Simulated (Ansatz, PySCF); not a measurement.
Caution: the restricted solution is unstable towards spin-unrestricted or complex orbitals, so a lower solution exists and this singlet may not be the ground state. This singlet lies 0.27 eV below the relaxed triplet at the level B3LYP/cc-pVTZ // PBE0-D3(BJ)/def2-TZVP (Ansatz, a first-principles code); other levels give the other order.

C$_{3}$HF, SMILES `[C](F)C#C` (singlet; the order of the spin states depends on the level) (charge 0, multiplicity 1)

Calculation: PBE0-D3(BJ)/def2-TZVP (PySCF).

```yaml
HOMO: -7.10 eV
dipole_moment: 0.592 e·Å
HOMO–LUMO gap: 3.76 eV
LUMO: -3.34 eV
total_energy: -214.4137 Ha
cost: very roughly 15 core-seconds
```

Bond lengths (Å): C1–C2 1.211, C1–H5 1.066, C2–C3 1.413, C3–F4 1.312. Angles (°): C2–C1–H5 178.8, C1–C2–C3 167.4, C2–C3–F4 110.3.
